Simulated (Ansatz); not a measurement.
Geometry optimisation of GaO₂H.

```yaml
crystal:
  periodic: [false, false, false]
  atoms:
    - {symbol: Ga, position_ang: [-0.582910, -0.113010, 0.175690]}
    - {symbol: O, position_ang: [-2.109710, -0.422170, 0.654740]}
    - {symbol: O, position_ang: [1.095890, -0.060140, -0.174230]}
    - {symbol: H, position_ang: [1.596730, 0.595320, -0.656200]}
basis:
  gaussian: {orbitals: def2-TZVP}
hamiltonian: {xc: {name: B3LYP}, dispersion: d4}
scf: {lower_state_search: "off"}
output: {orbitals: {seedname: orbitals}}
relax: {f_tol: 0.02, max_steps: 100}
```

```sh
$ ansatz run in.yaml --threads 4 --pin off --events-out ev --progress --plain --max-ram 3916MiB
```

Output, abridged:

```
Functional definition: B3LYP
mean field -56491.18437743 eV, -2076.0127347705 hartree, gradient 5.0e-6 eV, S^2 0.000000; 0 other end points of the search recorded, 0 dependent functions left out
relax step   1: F+E_penalty+E_count = -56491.27266466 eV  Δ(F+E_penalty+E_count) = +0.000e0 eV  max|allowed force component| = 1.000e0 eV/Å  Δτ_max = 0.0000 Å  (17 SCF iters, accepted)
mean field -56491.21787089 eV, -2076.0139656324 hartree, gradient 2.9e-6 eV, S^2 0.000000; 0 other end points of the search recorded, 0 dependent functions left out
relax step   2: F+E_penalty+E_count = -56491.30571241 eV  Δ(F+E_penalty+E_count) = -3.305e-2 eV  max|allowed force component| = 6.822e-1 eV/Å  Δτ_max = 0.0211 Å  (23 SCF iters, accepted)
mean field -56491.25629120 eV, -2076.0153775528 hartree, gradient 2.8e-6 eV, S^2 0.000000; 0 other end points of the search recorded, 0 dependent functions left out
relax step   3: F+E_penalty+E_count = -56491.34325554 eV  Δ(F+E_penalty+E_count) = -3.754e-2 eV  max|allowed force component| = 5.044e-1 eV/Å  Δτ_max = 0.0817 Å  (21 SCF iters, accepted)
mean field -56491.26685851 eV, -2076.0157658944 hartree, gradient 2.6e-6 eV, S^2 0.000000; 0 other end points of the search recorded, 0 dependent functions left out
relax step   4: F+E_penalty+E_count = -56491.35393562 eV  Δ(F+E_penalty+E_count) = -1.068e-2 eV  max|allowed force component| = 2.289e-1 eV/Å  Δτ_max = 0.0262 Å  (23 SCF iters, accepted)
mean field -56491.26912190 eV, -2076.0158490722 hartree, gradient 2.7e-6 eV, S^2 0.000000; 0 other end points of the search recorded, 0 dependent functions left out
relax step   5: F+E_penalty+E_count = -56491.35628222 eV  Δ(F+E_penalty+E_count) = -2.347e-3 eV  max|allowed force component| = 1.455e-2 eV/Å  Δτ_max = 0.0191 Å  (23 SCF iters, accepted)
Total energy: -56491.35648147 eV, -2076.0190594772 hartree
Atom 0 at    -0.532276    -0.182251     0.209888 Å, force     0.014548    -0.010501     0.001703 eV/Å
Atom 1 at    -2.125758    -0.352500     0.615026 Å, force    -0.009398     0.007037    -0.001457 eV/Å
Atom 2 at     1.185545    -0.116625    -0.158715 Å, force     0.003586     0.004110    -0.002420 eV/Å
Atom 3 at     1.472489     0.651376    -0.666199 Å, force    -0.008736    -0.000646     0.002174 eV/Å
Dipole moment:     0.761234     0.339625    -0.345498 e Å
Checks for a lower state left out: stability, starts, cluster_reference, orbital_swaps, neighbouring_geometries, increment
```

Run time 3.8 s (4 threads of Arm Neoverse V1 on a shared host).

The structure comes from a short search, and lower isomers may exist.
